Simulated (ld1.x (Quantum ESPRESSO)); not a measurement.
# boron (B): variants of one TM potential

Base potential:

```
Element                 : B
Generator               : ld1.x (Quantum ESPRESSO) 7.5
Type                    : norm-conserving Troullier–Martins (Kleinman–Bylander form)
Functional              : PBEsol
Relativity              : scalar-relativistic
Frozen core             : [He]
Valence charge          : 3
Reference configuration : 2s1.75 2p1.25
Partial waves           : 2s (bound): rc 1.65 bohr; 2p (bound): rc 1.75 bohr; 3d channel at 0.35 Ry: rc 1.55 bohr
Local potential         : all-electron potential smoothed inside 1.60 bohr (lloc = -1)
Core correction         : Bessel-smoothed model core inside 0.95 bohr
```

All-electron outer shells of the reference configuration (PBEsol, scalar-relativistic, ld1.x):

```csv
shell,level (eV),outermost node (bohr),outermost maximum (bohr)
1s,-179.85,–,0.21
2s,-9.49,0.46,1.52
2p,-3.68,–,1.57
```

Cutoffs, loose and tight: the cutoffs (Ry, on a coarse ladder) from which the occupation-weighted sum of valence levels, in a spherical-Bessel basis at the reference potential, stays within 10 and 1 mRy of its value at 400 Ry. They do not see the model core or the augmentation charge, which bear on the density cutoff. Test errors are all-electron minus pseudo excitation energies from the reference, over the configurations 2s2 2p1; 2s2 2p0; 2s1 2p0; 2s2 2p1.3; 2s0 2p3; 2s2 2p0.5; 2s1 2p2. A dash means not determined; rows that change the core or the reference have their own tests.

| change | outcome | cutoff, loose | cutoff, tight | bound ghosts | largest test error (meV) |
| --- | --- | --- | --- | --- | --- |
| base | generated | 25 Ry | 45 Ry | none | +78 |
| wave 3d channel at 0.35 Ry: rc 1.55 bohr becomes 3d channel at 1.29 Ry: rc 1.55 bohr | generated | 25 Ry | 45 Ry | none | +78 |
| all radii but the core radius scaled by about 0.73 (s 1.20, p 1.28, d 1.14 bohr); local potential all-electron potential smoothed inside 1.16 bohr (lloc = -1) | generated | 35 Ry | 60 Ry | none | +46 |
| wave 3d channel at 0.35 Ry: rc 1.55 bohr becomes 3d channel at 0.35 Ry: rc 1.64 bohr | generated | 25 Ry | 45 Ry | none | +78 |
| core correction Bessel-smoothed model core inside 1.04 bohr | generated | 25 Ry | 45 Ry | none | +76 |
| type RRKJ; local potential all-electron potential smoothed inside 1.35 bohr (lloc = -1); rho0 0.02 | generated | 25 Ry | 40 Ry | none | +83 |
| non-relativistic | generated | 25 Ry | 45 Ry | none | +78 |
